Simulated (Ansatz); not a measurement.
This geometry of C$_{2}$H$_{4}$ClGaO (9 atoms, charge 0, multiplicity 1) is a first-order saddle point.

Computed with RHF/def2-SVP in Ansatz.

```xyz
9
Properties=species:S:1:pos:R:3
O -0.859 1.584 1.489
C -0.543 0.559 0.690
Cl -1.570 -0.856 0.992
C 0.370 0.493 -0.256
Ga 0.548 -1.207 -1.272
H -0.178 1.729 2.130
H 0.946 1.400 -0.413
H -0.238 -1.382 -2.621
H 1.524 -2.319 -0.740
```

**Question.** Which two structures does it join? (They come from a converged band through this point; their orientation in space is the band's.)

**Answer.** No bond is made or broken. The dihedral H6–O1–C2–Cl3 goes from 0 to 180°.

Image 0:

```xyz
9
Properties=species:S:1:pos:R:3
O -0.485 1.725 1.432
C -0.304 0.555 0.828
Cl -0.774 -0.793 1.842
C 0.179 0.419 -0.400
Ga 0.507 -1.218 -1.424
H -0.837 1.623 2.303
H 0.411 1.377 -0.857
H 1.091 -1.042 -2.876
H 0.212 -2.647 -0.846
```

Image 8:

```xyz
9
Properties=species:S:1:pos:R:3
O -0.797 1.385 1.724
C -0.517 0.437 0.833
Cl -1.555 -0.947 1.107
C 0.372 0.424 -0.143
Ga 0.530 -1.176 -1.305
H -0.239 2.136 1.583
H 0.980 1.320 -0.251
H -0.315 -1.262 -2.629
H 1.541 -2.318 -0.920
```

**Question.** How far does it lie above each of them?

**Answer.** 4.8 kcal/mol above the first and 2.3 kcal/mol above the second. This is the barrier of this one path; another mechanism may lie lower.

The run took 2.5 min on 2 threads of Intel(R) Xeon(R) Platinum 8488C (Sapphire Rapids) (shared host), peak memory 0.28 GiB.
